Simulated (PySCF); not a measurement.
Ge(NH2)(SiH3) (GeH5NSi), SMILES [NH2][Ge][SiH3] (connectivity only; charge and spin as stated), neutral, multiplicity 1. Atoms are numbered in the order given.

```xyz
8

Ge     0.4855     0.6447     0.0000
N     -1.2705     1.1891     0.0000
H     -1.5192     2.1835     0.0000
H     -2.1018     0.5888     0.0000
Si    -0.1537    -1.7692     0.0000
H      0.3930    -2.4934     1.2094
H      0.3930    -2.4934    -1.2094
H     -1.6565    -1.9722     0.0000
```

Geometry: PBE-D3(BJ)/def2-SVP. The values are those of a single conformer.

The numbers are results of KT2/pcSseg-1 in PySCF, not measurements.

GIAO shieldings, no solvent; atoms alike by connectivity are averaged. δ = σ(ref) − σ: ⁷³Ge against GeH4 (σ = 1669.3 ppm); ¹⁵N against NH3 (σ = 266.2 ppm); ¹H against TMS (σ = 31.47 ppm); ²⁹Si against TMS (σ = 361.9 ppm), references at their B3LYP-D3(BJ)/def2-TZVP geometries, non-relativistic.

| nucleus | atoms | count | δ (ppm) |
|---|---|---|---|
| ⁷³Ge | Ge1 | 1 | 1177.5 |
| ¹⁵N | N2 | 1 | 216.0 |
| ¹H | H3, H4 | 2 | 7.97 |
| ¹H | H6, H7, H8 | 3 | 4.05 |
| ²⁹Si | Si5 | 1 | -78.1 |
